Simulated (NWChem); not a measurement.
All runs are NWChem calculations. System: F2S, charge 0, spin multiplicity 1, displaced from the optimised geometry. Level: CR-CCSD(T)/cc-pVDZ, 7 core orbitals frozen, spin-restricted.

The NWChem input:

```
start mol
memory heap 100 mb stack 700 mb global 1900 mb
geometry units angstroms nocenter noautoz noautosym
  F      1.227542     0.000000    -0.491554
  S      0.000000     0.000000     0.552998
  F     -2.148199     0.000000    -1.274969
end
basis spherical
  * library cc-pvdz
end
scf
  rhf
  nopen 0
  maxiter 100
  thresh 1e-7
  semidirect memsize 60000000 filesize 0
end
tce
  freeze core 7
  cr-ccsd(t)
  2eorb
  2emet 13
  thresh 1e-6
  maxiter 100
  tilesize 24
end
task tce energy
```

NWChem printed:

```
             Northwest Computational Chemistry Package (NWChem) 7.3.0
             --------------------------------------------------------

                                NWChem Input Module
                                -------------------

 Scaling coordinates for geometry "geometry" by  1.889725989
 (inverse scale =  0.529177249)

                             Geometry "geometry" -> ""
                             -------------------------

 Output coordinates in angstroms (scale by  1.889725989 to convert to a.u.)

  No.       Tag          Charge          X              Y              Z
 ---- ---------------- ---------- -------------- -------------- --------------
    1 F                    9.0000     1.22754200     0.00000000    -0.49155400
    2 S                   16.0000     0.00000000     0.00000000     0.55299800
    3 F                    9.0000    -2.14819900     0.00000000    -1.27496900

 Effective nuclear repulsion energy (a.u.)      86.6609211585

            Nuclear Dipole moment (a.u.)
            ----------------------------
        X                 Y               Z
 ---------------- ---------------- ----------------
   -15.6581051352     0.0000000000   -13.3239647270


 Summary of "ao basis" -> "" (spherical)
 ------------------------------------------------------------------------------
       Tag                 Description            Shells   Functions and Types
 ---------------- ------------------------------  ------  ---------------------
 *                          cc-pvdz                   on all atoms

 Summary of "ao basis" -> "ao basis" (spherical)
 ------------------------------------------------------------------------------
       Tag                 Description            Shells   Functions and Types
 ---------------- ------------------------------  ------  ---------------------
 F                          cc-pvdz                  6       14   3s2p1d
 S                          cc-pvdz                  8       18   4s3p1d

                                 NWChem SCF Module
                                 -----------------

  ao basis        = "ao basis"
  functions       =    46
  atoms           =     3
  closed shells   =    17
  open shells     =     0
  charge          =   0.00
  wavefunction    = RHF
  use symmetry    = F
  symmetry adapt  = F

 Summary of "ao basis" -> "ao basis" (spherical)
 ------------------------------------------------------------------------------
       Tag                 Description            Shells   Functions and Types
 ---------------- ------------------------------  ------  ---------------------
 F                          cc-pvdz                  6       14   3s2p1d
 S                          cc-pvdz                  8       18   4s3p1d

 Forming initial guess at       0.1s

      Superposition of Atomic Density Guess
      -------------------------------------

 Sum of atomic energies:        -596.24530421

      Non-variational initial energy
      ------------------------------

 Total energy =    -595.862159
 1-e energy   =   -1000.990911
 2-e energy   =     318.467831
 HOMO         =      -0.246778
 LUMO         =      -0.237065

 Starting SCF solution at       0.8s

 ----------------------------------------------
         Quadratically convergent ROHF

 Convergence threshold     :          1.000E-07
 Maximum no. of iterations :          100
 Final Fock-matrix accuracy:          1.000E-09
 ----------------------------------------------

              iter       energy          gnorm     gmax       time
             ----- ------------------- --------- --------- --------
                 1     -595.9422691583  1.61D+00  6.06D-01      0.8
                 2     -596.0709077593  4.48D-01  2.06D-01      0.8
                 3     -596.1074641588  6.90D-01  3.62D-01      0.8
                 4     -596.1289682453  3.27D-01  1.12D-01      0.8
                 5     -596.1349152211  1.48D-01  8.51D-02      0.8
                 6     -596.1365580957  5.97D-03  2.05D-03      0.9
                 7     -596.1365638533  2.01D-05  1.07D-05      0.9
                 8     -596.1365638534  7.67D-09  3.51D-09      0.9

       Final RHF  results
       ------------------

         Total SCF energy =   -596.136563853350
      One-electron energy =   -999.549493940414
      Two-electron energy =    316.752008928560
 Nuclear repulsion energy =     86.660921158504

        Time for solution =      0.1s

             Final eigenvalues
             -----------------

              1
    1  -92.2007
    2  -26.4133
    3  -26.2269
    4   -9.1856
    5   -6.8659
    6   -6.8647
    7   -6.8595
    8   -1.7012
    9   -1.4259
   10   -1.0246
   11   -0.7751
   12   -0.7539
   13   -0.7299
   14   -0.5446
   15   -0.5439
   16   -0.4820
   17   -0.4252
   18   -0.1361
   19    0.0528
   20    0.5532
   21    0.5883
   22    0.5954
   23    0.6365
   24    0.6970
   25    0.6991
   26    0.7204
   27    0.7216

                       ROHF Final Molecular Orbital Analysis
                       -------------------------------------

 Vector   15  Occ=2.000000D+00  E=-5.438510D-01
              MO Center= -2.1D+00, -1.2D-15, -1.3D+00, r^2= 4.5D-01
   Bfn.  Coefficient  Atom+Function         Bfn.  Coefficient  Atom+Function
  ----- ------------  ---------------      ----- ------------  ---------------
    38      0.517260  3 F  pz                36     -0.423555  3 F  px
    41      0.374187  3 F  pz                39     -0.306484  3 F  px

 Vector   16  Occ=2.000000D+00  E=-4.819918D-01
              MO Center=  4.7D-02, -6.7D-16,  4.8D-01, r^2= 1.5D+00
   Bfn.  Coefficient  Atom+Function         Bfn.  Coefficient  Atom+Function
  ----- ------------  ---------------      ----- ------------  ---------------
    23      0.612361  2 S  py                26      0.475392  2 S  py
     5     -0.233594  1 F  py                 8     -0.195581  1 F  py

 Vector   17  Occ=2.000000D+00  E=-4.252123D-01
              MO Center= -1.5D+00,  7.5D-16, -7.8D-01, r^2= 2.3D+00
   Bfn.  Coefficient  Atom+Function         Bfn.  Coefficient  Atom+Function
  ----- ------------  ---------------      ----- ------------  ---------------
    36      0.399474  3 F  px                39      0.329074  3 F  px
    38      0.326678  3 F  pz                41      0.270200  3 F  pz
    27     -0.243657  2 S  pz                24     -0.202829  2 S  pz
    25     -0.186819  2 S  px

 Vector   18  Occ=0.000000D+00  E=-1.360607D-01
              MO Center= -5.4D-01, -2.0D-16,  4.3D-02, r^2= 2.8D+00
   Bfn.  Coefficient  Atom+Function         Bfn.  Coefficient  Atom+Function
  ----- ------------  ---------------      ----- ------------  ---------------
    24      0.357672  2 S  pz                27      0.343736  2 S  pz
    22      0.341251  2 S  px                25      0.326614  2 S  px
    36      0.266691  3 F  px                39      0.239835  3 F  px
    38      0.219594  3 F  pz                41      0.196223  3 F  pz

 Vector   19  Occ=0.000000D+00  E= 5.280567D-02
              MO Center=  1.2D-01,  9.3D-16,  4.6D-01, r^2= 2.0D+00
   Bfn.  Coefficient  Atom+Function         Bfn.  Coefficient  Atom+Function
  ----- ------------  ---------------      ----- ------------  ---------------
    25      0.616433  2 S  px                27     -0.521343  2 S  pz
     3     -0.474471  1 F  s                 22      0.309120  2 S  px
    18      0.307423  2 S  s                  7      0.285000  1 F  px
    24     -0.274712  2 S  pz                 4      0.243426  1 F  px
     9     -0.240242  1 F  pz                 6     -0.209753  1 F  pz

 Vector   20  Occ=0.000000D+00  E= 5.531593D-01
              MO Center=  4.4D-01,  2.3D-14,  8.5D-01, r^2= 1.9D+00
   Bfn.  Coefficient  Atom+Function         Bfn.  Coefficient  Atom+Function
  ----- ------------  ---------------      ----- ------------  ---------------
    18     -1.846831  2 S  s                 17      1.709117  2 S  s
    16      1.112262  2 S  s                 25     -0.499138  2 S  px
    22      0.377974  2 S  px                 3      0.313246  1 F  s
    24      0.287528  2 S  pz                27     -0.186064  2 S  pz
    15      0.150211  2 S  s

 center of mass
 --------------
 x =  -0.47239888 y =   0.00000000 z =  -0.42890531

 moments of inertia (a.u.)
 ------------------
         148.721142229705           0.000000000000        -130.704158529303
           0.000000000000         548.425023323494           0.000000000000
        -130.704158529303           0.000000000000         399.703881093789

  Mulliken analysis of the total density
  --------------------------------------

    Atom       Charge   Shell Charges
 -----------   ------   -------------------------------------------------------
    1 F    9     9.31   2.00  0.91  1.04  3.27  2.08  0.01
    2 S   16    15.28   2.00  2.01  1.07  0.85  6.00  1.90  1.34  0.11
    3 F    9     9.41   2.00  0.91  1.09  3.19  2.22  0.00

       Multipole analysis of the density wrt the origin
       ------------------------------------------------

     L   x y z        total         open         nuclear
     -   - - -        -----         ----         -------
     0   0 0 0     -0.000000      0.000000     34.000000

     1   1 0 0      1.307029      0.000000    -15.658105
     1   0 1 0      0.000000      0.000000      0.000000
     1   0 0 1      1.709732      0.000000    -13.323965

     2   2 0 0    -22.319034      0.000000    196.746234
     2   1 1 0      0.000000      0.000000      0.000000
     2   1 0 1     -3.216458      0.000000     68.633555
     2   0 2 0    -17.104295      0.000000      0.000000
     2   0 1 1     -0.000000      0.000000      0.000000
     2   0 0 2    -16.836079      0.000000     77.482990

                   NWChem Extensible Many-Electron Theory Module
                   ---------------------------------------------


            General Information
            -------------------
      Number of processors :     1
         Wavefunction type : Restricted Hartree-Fock
          No. of electrons :    34
           Alpha electrons :    17
            Beta electrons :    17
           No. of orbitals :    92
            Alpha orbitals :    46
             Beta orbitals :    46
        Alpha frozen cores :     7
         Beta frozen cores :     7
     Alpha frozen virtuals :     0
      Beta frozen virtuals :     0
         Spin multiplicity : singlet
    Number of AO functions :    46
       Number of AO shells :    20
        Use of symmetry is : off
      Symmetry adaption is : off
         Schwarz screening : 0.10D-09

          Correlation Information
          -----------------------
          Calculation type : Coupled-cluster singles & doubles w/ perturbation
   Perturbative correction : Completely renormalized (T)
            Max iterations :      100
        Residual threshold : 0.10D-05
     T(0) DIIS level shift : 0.00D+00
     L(0) DIIS level shift : 0.00D+00
     T(1) DIIS level shift : 0.00D+00
     L(1) DIIS level shift : 0.00D+00
     T(R) DIIS level shift : 0.00D+00
     T(I) DIIS level shift : 0.00D+00
   CC-T/L Amplitude update :  5-th order DIIS
                I/O scheme : Global Array Library
        L-threshold :  0.10D-05
        EOM-threshold :  0.10D-05
 no EOMCCSD initial starts read in
 TCE RESTART OPTIONS
 SLICE:      F
 D4D5:       F
 quantumc:   F
 qrotation:  F
 pwtce:      F
 qducc:      F
 nacto:                         0
 nrotv:                         0
 nrot:                          0

            Memory Information
            ------------------
          Available GA space size is     249034684 doubles
          Available MA space size is     104854316 doubles

 Maximum block size supplied by input
 Maximum block size        24 doubles

 tile_dim =     15

 -------------------------------------------------

 Global array virtual files algorithm will be used

 Parallel file system coherency ......... OK

 4-electron integrals stored in orbital form

 v2    file size   =           613841
 4-index algorithm nr.  13 is used
 imaxsize =       30
 imaxsize ichop =        0


CCSD iterations
 ---------------------------------------------------------
 Iter          Residuum       Correlation     Cpu    Wall
 ---------------------------------------------------------
    1   0.2552706244356  -0.5598461484357     0.1     0.1
    2   0.0913932403389  -0.5680381381938     0.1     0.1
    3   0.1163506415943  -0.5671718361822     0.1     0.1
    4   0.1180582622360  -0.5944574197262     0.1     0.1
    5   0.1643434199183  -0.5628005702089     0.1     0.1
    6   0.0101050304627  -0.5857401955026     0.1     0.1
    7   0.0097448696945  -0.5867321167039     0.2     0.2
    8   0.0042537513898  -0.5872253079531     0.1     0.1
    9   0.0064383992538  -0.5871623816912     0.2     0.2
   10   0.0041801830479  -0.5881289871956     0.1     0.1
   11   0.0007157947160  -0.5880374703788     0.1     0.1
   12   0.0005646134201  -0.5880872923167     0.1     0.1
   13   0.0004055510904  -0.5881441301419     0.1     0.1
   14   0.0005226665332  -0.5880779960007     0.1     0.1
   15   0.0005383361602  -0.5881903085333     0.1     0.1
   16   0.0001232661871  -0.5881407793033     0.1     0.1
   17   0.0001038920383  -0.5881403606834     0.1     0.1
   18   0.0000957022097  -0.5881439481004     0.2     0.2
   19   0.0000855114360  -0.5881390320753     0.2     0.2
   20   0.0000841353608  -0.5881457643463     0.2     0.2
   21   0.0000490779841  -0.5881432579214     0.2     0.2
   22   0.0000455150220  -0.5881423062559     0.2     0.2
   23   0.0000436257270  -0.5881442490760     0.1     0.1
   24   0.0000439698915  -0.5881407828820     0.1     0.1
   25   0.0000439723027  -0.5881453030026     0.1     0.1
   26   0.0000243267424  -0.5881407370000     0.1     0.1
   27   0.0000195227426  -0.5881417741838     0.1     0.1
   28   0.0000190694639  -0.5881430518564     0.1     0.1
   29   0.0000183310276  -0.5881413992976     0.1     0.1
   30   0.0000201870034  -0.5881441082442     0.1     0.1
   31   0.0000128161846  -0.5881430908128     0.1     0.1
   32   0.0000121521439  -0.5881427820301     0.1     0.1
   33   0.0000114757706  -0.5881429408214     0.1     0.1
   34   0.0000112677786  -0.5881425510168     0.1     0.1
   35   0.0000106509091  -0.5881429745028     0.1     0.1
   36   0.0000045517273  -0.5881423283027     0.1     0.1
   37   0.0000036826870  -0.5881424078915     0.1     0.1
   38   0.0000029827641  -0.5881428409950     0.1     0.1
   39   0.0000034658001  -0.5881423504221     0.1     0.1
   40   0.0000038696728  -0.5881431160148     0.1     0.1
   41   0.0000017329455  -0.5881428061111     0.1     0.1
   42   0.0000016221553  -0.5881427706759     0.1     0.1
   43   0.0000015313683  -0.5881427327301     0.1     0.1
   44   0.0000014701872  -0.5881427569640     0.1     0.1
   45   0.0000013974837  -0.5881427164843     0.1     0.1
   46   0.0000008105633  -0.5881426883641     0.1     0.1
 -----------------------------------------------------------------
 Iterations converged
 CCSD correlation energy / hartree =        -0.588142688364131
 CCSD total energy / hartree       =      -596.724706541714568

 Singles contributions
    18a   (alpha) ---    17a   (alpha)       -0.2265952523

 Doubles contributions
    18a   (alpha)    18a   (beta ) ---    17a   (alpha)    17a   (beta )       -0.4995421194
 CR-CCSD(T)

 CR-CCSD[T]  correction energy / hartree =        -0.028489997891077
 CR-CCSD[T] correlation energy / hartree =        -0.616632686255208
 CR-CCSD[T] total energy / hartree       =      -596.753196539605597
 CR-CCSD(T)  correction energy / hartree =        -0.025815825746531
 CR-CCSD(T) correlation energy / hartree =        -0.613958514110662
 CR-CCSD(T) total energy / hartree       =      -596.750522367461144

 Task  times  cpu:       25.0s     wall:       25.0s

 Total times  cpu:       25.0s     wall:       25.0s
```
